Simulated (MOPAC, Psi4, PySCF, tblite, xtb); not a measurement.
Dimer N2 ··· BF3 (SMILES N#N and FB(F)F) at R = 2.94 Å between the centres of mass, closest contact 2.63 Å (a higher rigid-body minimum at GFN2-xTB). Geometry in Å and degrees:

```
B
F 1 1.3157
F 1 1.3157 2 119.98
F 1 1.3157 2 120.00 3 179.78
N 1 2.6301 2 82.69 3 99.07
N 5 1.0909 1 119.91 2 26.52
```

- GFN2-xTB (tblite)
- SAPT0/jun-cc-pVDZ, frozen core (Psi4)
- PBE0/def2-TZVP, counterpoise-corrected (Psi4)
- PBE0-D3(BJ)/def2-TZVP, counterpoise-corrected (Psi4)
- PBE/def2-TZVP, counterpoise-corrected (Psi4)
- PBE-D3(BJ)/def2-TZVP, counterpoise-corrected (Psi4)
- HF/aug-cc-pVDZ, counterpoise-corrected (Psi4)
- MP2/aug-cc-pVDZ = DF-MP2/aug-cc-pVDZ, frozen core, counterpoise-corrected (Psi4 1.11)
- SCS-MP2/aug-cc-pVDZ = DF-SCS-MP2/aug-cc-pVDZ, frozen core, counterpoise-corrected in Psi4
- AM1, restricted, heats of formation (MOPAC)
- PM6, restricted, heats of formation (MOPAC)
- GFN1-xTB (xtb)
- RKS-B3LYP/6-31G* = restricted B3LYP/6-31G*, spherical d, no counterpoise correction (PySCF)
- RKS-B3LYP/3-21G = restricted B3LYP/3-21G, no counterpoise correction in PySCF
- RKS-LDA (SVWN5)/6-31G* = restricted LDA (SVWN5)/6-31G*, spherical d, no counterpoise correction (PySCF 2.14.0)
- RHF/STO-3G = restricted Hartree-Fock/STO-3G, no counterpoise correction run with PySCF

Problem. What interaction energy does each level give?

Solution. 
```
method                  E_int / kcal/mol
----------------------  ----------------
RKS-LDA (SVWN5)/6-31G*             -3.79
RKS-B3LYP/3-21G                    -3.50
GFN2-xTB                           -1.29
GFN1-xTB                           -0.82
RKS-B3LYP/6-31G*                   -0.13
PBE0-D3(BJ)/def2-TZVP               0.60
RHF/STO-3G                          0.61
PBE-D3(BJ)/def2-TZVP                0.61
MP2/aug-cc-pVDZ                     0.98
SAPT0/jun-cc-pVDZ                   1.22
PBE0/def2-TZVP                      1.45
SCS-MP2/aug-cc-pVDZ                 1.54
PBE/def2-TZVP                       1.54
AM1                                 1.76
PM6                                 1.87
HF/aug-cc-pVDZ                      3.18
```
